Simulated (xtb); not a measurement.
F₃Si (SMILES F[Si](F)F), doublet, geometry from GFN2-xTB, atoms displaced at random by about 0.1 Å a coordinate; GFN1-xTB with ALPB(thf) (xtb).

Here is a job for xtb.
```
$ xtb mol.xyz --gfn 1 --uhf 1 --opt --alpb thf --json

# file mol.xyz
4

Si    -0.00422003     0.22612770     0.09897089
F     -0.83197021    -0.72605969     1.06835544
F     -0.78533331     0.99461048    -0.49511174
F      0.99974300    -0.88325977    -0.96001151
```

What does xtb print? Leave out banner, timings and long lists.


```
   ID    Z sym.   atoms
    1   14 Si     1
    2    9 F      2-4

           -------------------------------------------------
          |                Calculation Setup                |
           -------------------------------------------------

           -------------------------------------------------
          |                 G F N 1 - x T B                 |
           -------------------------------------------------

      * Solvation model:               ALPB
        Solvent                        thf
        Parameter file                 internal GFN1-xTB/ALPB
        Dielectric constant                7.6000E+00
        Reference state                gsolv [1 M gas/solution]
        Free energy shift                  6.2343E-03 Eh       3.9121E+00 kcal/mol
        Temperature                        2.9815E+02 K
        Density                            8.8300E-01 kg/L
        Solvent mass                       7.2106E+01 g/mol
        Interaction kernel             P16
        Born radius scaling (c1)           1.7918E+00
        Born radii integrator          GBOBC
        Born offset                        0.0000E+00 a0       0.0000E+00 AA
        H-bond correction              true
        Ion screening                  false
        Surface tension                    1.0000E-05 Eh       1.5569E+01 dyn/cm
        Grid points                               230 per atom

          ...................................................
          :                      SETUP                      :
          :.................................................:
          :  # basis functions                  22          :
          :  # atomic orbitals                  21          :
          :  # shells                            9          :
          :  # electrons                        25          :
          :  # halogen bonds                     0          :
          :  max. iterations                   250          :
          :  Hamiltonian                  GFN1-xTB          :
          :  restarted?                      false          :
          :  GBSA solvation                   true          :
          :  PC potential                    false          :
          :  electronic temp.          300.0000000     K    :
          :  accuracy                    1.0000000          :
          :  -> integral cutoff          0.2500000E+02      :
          :  -> integral neglect         0.1000000E-07      :
[...]
         :: total energy             -17.255835534119 Eh    ::
 * total energy  :   -17.2558355 Eh     change       -0.7389644E-12 Eh
 * total energy  :   -17.3855277 Eh     change       -0.1296922E+00 Eh
 * total energy  :   -17.4058775 Eh     change       -0.2034979E-01 Eh
 * total energy  :   -17.4181022 Eh     change       -0.1222469E-01 Eh
 * total energy  :   -17.4190049 Eh     change       -0.9027346E-03 Eh
 * total energy  :   -17.4197214 Eh     change       -0.7164390E-03 Eh
 * total energy  :   -17.4197491 Eh     change       -0.2773021E-04 Eh
 * total energy  :   -17.4197564 Eh     change       -0.7276446E-05 Eh
 * total energy  :   -17.4197591 Eh     change       -0.2765436E-05 Eh
   *** GEOMETRY OPTIMIZATION CONVERGED AFTER 9 ITERATIONS ***
         :: total energy             -17.419759145831 Eh    ::
[...]
        10        2.0000           -0.5446006             -14.8193
        11        2.0000           -0.5442942             -14.8110
        12        2.0000           -0.5421859             -14.7536
        13        1.0000           -0.3930214             -10.6947 (HOMO)
        14                         -0.1435594              -3.9064 (LUMO)
        15                         -0.1422419              -3.8706
        16                         -0.0452732              -1.2319
        17                          0.1298091               3.5323
        18                          0.1316318               3.5819
        19                          0.1523865               4.1466
        20                          0.7106378              19.3374
        21                          0.7113066              19.3556
      -------------------------------------------------------------
                  HL-Gap            0.2494620 Eh            6.7882 eV
             Fermi-level           -0.3679470 Eh          -10.0123 eV

  Mulliken/CM5 charges         n(s)   n(p)   n(d)
     1Si    0.62831  0.55941   1.150  1.202  1.019
     2F    -0.20951 -0.18654   1.768  5.441  0.000
     3F    -0.20976 -0.18683   1.768  5.442  0.000
     4F    -0.20904 -0.18604   1.768  5.441  0.000

Wiberg/Mayer (AO) data.
largest (>0.10) Wiberg bond orders for each atom

 ---------------------------------------------------------------------------
     #   Z sym  total        # sym  WBO       # sym  WBO       # sym  WBO
 ---------------------------------------------------------------------------
     1  14 Si   3.860 --     4 F    1.288     2 F    1.287     3 F    1.286
     2   9 F    1.347 --     1 Si   1.287
     3   9 F    1.346 --     1 Si   1.286
     4   9 F    1.347 --     1 Si   1.288
 ---------------------------------------------------------------------------

Topologies differ in total number of bonds
Writing topology from bond orders to xtbtopo.mol

 dipole moment from electron density (au)
     X       Y       Z
   0.4554   0.3521   0.3777  total (Debye):    1.750

optimized geometry written to: xtbopt.xyz

           -------------------------------------------------
          | TOTAL ENERGY              -17.419759145831 Eh   |
          | GRADIENT NORM               0.000699856663 Eh/α |
          | HOMO-LUMO GAP               6.788206156715 eV   |
           -------------------------------------------------

normal termination of xtb
```
